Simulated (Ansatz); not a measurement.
Dissociation curve of SiH (cation, charge +1), singlet.

- RKS-CAM-B3LYP = restricted CAM-B3LYP/aug-cc-pVDZ (Ansatz, a quantum-chemistry and plane-wave program)
- UCCSD(T) = CCSD(T) on UHF/aug-cc-pVDZ, frozen core (Ansatz)
- FCI = full CI/aug-cc-pVDZ, frozen core (Ansatz)

Energies relative to the lowest point of each curve near equilibrium, in kcal/mol:

```json
[
 {"R / Å": "1.28", "RKS-CAM-B3LYP": "16.4", "UCCSD(T)": "16.1"},
 {"R / Å": "1.42", "RKS-CAM-B3LYP": "2.5", "UCCSD(T)": "2.4"},
 {"R / Å": "1.52", "RKS-CAM-B3LYP": "0.0", "UCCSD(T)": "0.0"},
 {"R / Å": "1.64", "RKS-CAM-B3LYP": "2.0", "UCCSD(T)": "2.1"},
 {"R / Å": "1.85", "RKS-CAM-B3LYP": "12.8", "UCCSD(T)": "12.5"},
 {"R / Å": "2.03", "RKS-CAM-B3LYP": "25.4", "UCCSD(T)": "23.9"},
 {"R / Å": "2.53", "RKS-CAM-B3LYP": "61.1", "UCCSD(T)": "53.1"},
 {"R / Å": "2.72", "RKS-CAM-B3LYP": "72.9", "UCCSD(T)": "60.7"},
 {"R / Å": "3.32", "RKS-CAM-B3LYP": "101.3", "UCCSD(T)": "71.6"},
 {"R / Å": "3.77", "RKS-CAM-B3LYP": "115.2", "UCCSD(T)": "72.3"},
 {"R / Å": "4.14", "RKS-CAM-B3LYP": "123.1", "UCCSD(T)": "72.6"},
 {"R / Å": "5.32", "RKS-CAM-B3LYP": "135.9", "UCCSD(T)": "73.0"}
]
```

Task: Estimate the FCI values at these points.

Result: 1.28: 16.1; 1.42: 2.4; 1.52: 0.0; 1.64: 2.0; 1.85: 12.4; 2.03: 23.7; 2.53: 51.2; 2.72: 58.1; 3.32: 69.1; 3.77: 71.7; 4.14: 72.5; 5.32: 73.1 (kcal/mol).

The restricted form behind RKS-CAM-B3LYP keeps the bonding electrons paired and can't separate into open-shell fragments. The unrestricted determinant behind UCCSD(T) is spin-contaminated at 1.23 to 1.63, 2.03 to 6.07 Å (<S²> up to 1.0, against 0.00 for a pure singlet).
